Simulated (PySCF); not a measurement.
Gas-phase reaction: 6 WOCl4 ⇌ W2O6 + 4 WCl6

Method: PySCF energies plus ideal-gas RRHO corrections (1 bar). † marks an energy on the PBE0/def2-TZVP geometry and frequencies; other levels use their own. MP2 and CCSD(T) freeze the core. All species are closed-shell singlets. W: scalar-relativistic def2 core potential, no spin-orbit coupling. W2O6: computed as isolated molecules; such fragments, hydroxides, amides, oligomers or adducts are transient or little studied in the gas. MP2 isn't extrapolated to the basis-set limit; its ΔH°(298 K) is 555.6 kJ in def2-SVP and 569.5 kJ in def2-TZVPP. CCSD(T) isn't extrapolated to the basis-set limit. The harmonic model lacks anharmonicity and excited electronic states, which grow with temperature; levels with a mode under 35 cm⁻¹ are left out. Soft modes under 120 cm⁻¹ make the harmonic entropy rough for WOCl4, W2O6, WCl6. Warning, large T1 diagnostic: W2O6, WCl6, WOCl4 (CCSD(T)/def2-SVP†).

```tsv
level	ΔE electronic, kJ	ΔH°(298 K), kJ	ΔS°(298 K), J/K	ΔG°(800 K), kJ
BLYP/def2-TZVP†	479	480	-259	682
CCSD(T)/def2-SVP†	502	503	-259	705
MP2/def2-TZVPP†	568	570	-259	771
PBE0/def2-TZVP	499	500	-259	702
ωB97X-V/def2-TZVP†	564	566	-259	767
```
ΔH° is lowest at BLYP/def2-TZVP† and highest at MP2/def2-TZVPP†. No reference value is set beside these.
